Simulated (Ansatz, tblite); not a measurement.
Cost and result up the ladder for GeIH3 (GeH3I) (5 atoms). Total charge 0; singlet. Geometry: PBE0-D4/def2-TZVP.

```xyz
5

Ge    0.122   -0.163    0.097
I    -1.237    1.655   -0.984
H     0.910   -0.871   -1.010
H    -0.854   -1.122    0.786
H     1.059    0.501    1.110
```

Ansatz on 4 threads of Intel Xeon on a shared host; xTB runs through tblite on one thread. Times are rough, summed over both states, and most runs start from the orbitals of an earlier one. CCSD(T)/def2-TZVPP serves as the yardstick here, not as an exact answer. The other state is a doublet.

In the def2 sets I takes a core potential; there is no spin–orbit coupling. The xTB rows come from tblite. Correlated methods freeze 13 core orbitals; core or outer-core shells of Ge, I are correlated, in sets that lack core-valence functions. HOMO above LUMO, or a gap near zero within one spin, warns that the state may not be the lowest or that an electron is smeared out.

Correlated methods converge slowly with the basis.

Raw xTB energies of ions are shifted by several eV.

```
                         level  functions  wall time  vertical IE (eV)  difference from CCSD(T)/def2-TZVPP (eV)                                     remarks
                      GFN2-xTB         21    0.013 s             14.86                                     5.06                                           –
                      GFN1-xTB         24    0.017 s             15.40                                     5.61                                           –
PBE-D4/def2-TZVP (with forces)        116       12 s              9.66                                    -0.13  gap within one spin near zero (+1 doublet)
            CCSD(T)/def2-TZVPP        140    2.4 min              9.79                                     0.00                                           –
```
